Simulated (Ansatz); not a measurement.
A structure relaxed at r2SCAN-D4/def2-SVP in Ansatz, charge 0, singlet:

| atom | x (Å) | y (Å) | z (Å) |
| --- | --- | --- | --- |
| Si1 | 0.1140 | -0.2785 | 0.4348 |
| C2 | 0.1431 | 1.4725 | -0.1676 |
| C3 | -0.3356 | 1.6434 | -1.6130 |
| H4 | 1.1765 | 1.8455 | -0.0467 |
| H5 | -0.4753 | 2.0713 | 0.5257 |
| H6 | -0.2992 | 2.6986 | -1.9250 |
| H7 | 0.2907 | 1.0689 | -2.3140 |
| H8 | -1.3741 | 1.2972 | -1.7376 |
| N9 | 1.1212 | -1.2675 | -0.5358 |
| C10 | 1.7729 | -2.0237 | -1.2060 |
| O11 | 2.4157 | -2.7500 | -1.8626 |
| N12 | -1.4755 | -0.9135 | 0.3649 |
| C13 | -2.5591 | -1.4311 | 0.3050 |
| O14 | -3.6202 | -1.9235 | 0.2466 |
| N15 | 0.6614 | -0.3787 | 2.0523 |
| C16 | 1.0376 | -0.5082 | 3.1867 |
| O17 | 1.4058 | -0.6228 | 4.2922 |

Give its formula, name or SMILES and point group.

SiEt(NCO)3 (C5H5N3O3Si). Point group Cs (tolerance 0.1 Å).

Summarise the bond lengths by kind (pairs closer than 1.2 times the sum of covalent radii, bridged metal pairs left out).

3 × C–O 1.17 Å; 3 × N–Si 1.71 Å; 3 × C–N 1.20 Å; 1 × C–Si 1.85 Å; 1 × C–C 1.53 Å; 5 × C–H 1.10 to 1.11 Å.
